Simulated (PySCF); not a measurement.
Worked example: entropy of an ideal gas

GeHCl₃, SMILES [Cl][GeH]([Cl])[Cl].

Coordinates come from a PBE-D3(BJ)/def2-SVP optimisation. The isomer is the one that the SMILES or the coordinates give; other isomers of the formula were not compared.

PBE-D3(BJ)/def2-SVP run with PySCF gives the harmonic wavenumbers 135, 135, 170, 397, 436, 436, 679, 679, 2125 cm⁻¹ and the rotational temperatures 0.0987, 0.0987, 0.0558 K. The molar mass is 179.99 g/mol, the symmetry number 3, the spin multiplicity 1.

Q: Work out the entropy at 298.15 K and 1 atm in the rigid-rotor, harmonic-oscillator model.

A: 
Translation (Sackur–Tetrode at 1 atm): S = R[1.5 ln M + 2.5 ln T − 1.16487] = 173.5 J/(mol K).
Rotation: q = (√π/σ) T^1.5/√(θA θB θC) = 130000, S = R[ln q + 3/2] = 110.4 J/(mol K).
Vibration: with u = 1.4388 ν/T, each mode gives R[u/(e^u − 1) − ln(1 − e^−u)]:
```
ν (cm⁻¹)  modes     u  S (J/(mol K))
--------  -----  ----  -------------
135           2  0.65          24.05
170           1  0.82          10.19
397           1  1.92           4.07
436           2  2.10           7.02
679           2  3.28           2.78
```
The stiffer modes add less than 0.005 each. Sum 48.1 J/(mol K).
Spin: R ln 1 = 0.0 J/(mol K).
Total 332.0 J/(mol K); the program's own thermochemistry gives 332.0. Translation makes up 52 % and vibration 14 %. Anharmonicity, hindered rotation and orbital degeneracy are left out.
